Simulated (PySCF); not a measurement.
Species, as SMILES: C=[SiH2] (CH2-SiH2).
Geometry (B3LYP-D3(BJ)/def2-TZVP, fixed):
```xyz
6

C     -1.1498    -0.0548    -0.0450
Si     0.5479     0.0261     0.0215
H     -1.7685     0.8316    -0.0996
H     -1.6839    -0.9961    -0.0356
H      1.3979    -1.1745     0.0958
H      1.2833     1.3023     0.0091
```
Charge 0, spin multiplicity 1.

How fast the isotropic shielding of Si2 converges with the basis for several methods (PySCF): deviation from each method's own reference, in ppm. References: HF 301.68 ppm, the value in pcseg-3; PBE 249.84 ppm, the value in pcseg-3; PBE0 259.71 ppm, the value in pcseg-3. All functions are spherical. No added dispersion term, no relativity. GIAO; atoms are numbered in the order shown.

| basis | functions | HF | PBE | PBE0 |
|---|---|---|---|---|
| pcSseg-0 | 30 | 15.66 | 19.83 | 22.07 |
| pcseg-0 | 30 | 33.06 | 38.50 | 40.43 |
| def2-SV(P) | 40 | 74.07 | 75.48 | 74.38 |
| 6-31+G* | 48 | 71.61 | 70.91 | 70.33 |
| pcseg-1 | 52 | 23.89 | 18.01 | 17.98 |
| pcSseg-1 | 61 | 11.54 | 14.29 | 14.33 |
| def2-TZVPD | 116 | -6.14 | -7.09 | -6.10 |
| def2-TZVPP | 129 | -5.01 | -5.14 | -4.41 |
| 6-311++G(3df,3pd) | 158 | 1.41 | 5.43 | 5.02 |
| aug-cc-pV(T+d)Z | 193 | 13.50 | 9.66 | 12.01 |
| def2-QZVPP | 247 | -0.27 | -0.81 | -0.06 |
| pcseg-3 | 256 | 0.00 | 0.00 | 0.00 |

Mean absolute deviation over def2-TZVPD, def2-TZVPP, 6-311++G(3df,3pd), aug-cc-pV(T+d)Z: HF 6.51, PBE 6.83, PBE0 6.88 ppm.
